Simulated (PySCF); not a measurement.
PySCF input for Hf(Cl)3(SH) (Cl3HHfS), SMILES [SH][Hf]([Cl])([Cl])[Cl], multiplicity 1, C-PCM-PBE0/def2-SVP. The structure is a stationary point at PBE0-D3(BJ)/def2-SVP. The spin state was assumed, not searched. The structure was generated by enumeration; whether it is a known compound was not checked. The def2 effective core potentials stand for the cores of Hf; spin–orbit coupling is left out. One conformer was computed; it need not be the lowest.

```python
import numpy as np
from pyscf import gto, scf, dft
from pyscf.solvent import pcm

mol = gto.M(
    atom='''
    Hf    0.04010917   -0.00577523    0.00000000
    Cl    0.50045156    1.27575840   -1.89574483
    Cl    0.50045149    1.27575832    1.89574490
    Cl    1.16124202   -2.04479573   -0.00000002
    S    -2.31083777   -0.55918303   -0.00000006
    H    -2.67092243    0.74848799   -0.00000004
    ''',
    basis='def2-SVP',
    ecp={'Hf': 'def2-svp'},
    charge=0,
    spin=0,
    max_memory=1600,
    verbose=3,
)
mf = dft.RKS(mol, xc='pbe0').density_fit(auxbasis='def2-universal-jkfit')
mf.grids.level = 3
mf.conv_tol = 1e-9
mf.max_cycle = 100
mf.kernel()
res = {}
for name, eps in {'water': 78.355, 'acetone': 20.493, 'ethanol': 24.852}.items():
    s = mf.PCM()
    s.with_solvent.method, s.with_solvent.eps, s.with_solvent.lebedev_order = 'C-PCM', eps, 29
    s.kernel(mf.make_rdm1())
    res[name] = (s.e_tot, eps, s.dip_moment(), s.mo_energy, s.converged)
    print(f'{name}: electrostatic solvation free energy {(s.e_tot - mf.e_tot) * 627.509474:.3f} kcal/mol')
```

It prints:

```
converged SCF energy = -1826.54274826833

WARN: PCM is an experimental feature. It is still in testing.
Features and APIs may be changed in the future.

converged SCF energy = -1826.55349875265
Dipole moment(X, Y, Z, Debye): -0.67858,  0.95809,  0.00000
water: electrostatic solvation free energy -6.746 kcal/mol

WARN: PCM is an experimental feature. It is still in testing.
Features and APIs may be changed in the future.

converged SCF energy = -1826.55305124315
Dipole moment(X, Y, Z, Debye): -0.67174,  0.94019,  0.00000
acetone: electrostatic solvation free energy -6.465 kcal/mol

WARN: PCM is an experimental feature. It is still in testing.
Features and APIs may be changed in the future.

converged SCF energy = -1826.55315708527
Dipole moment(X, Y, Z, Debye): -0.67335,  0.94439,  0.00000
ethanol: electrostatic solvation free energy -6.532 kcal/mol
```

Self-consistency was reached.

Cost: very roughly 50 core-seconds.
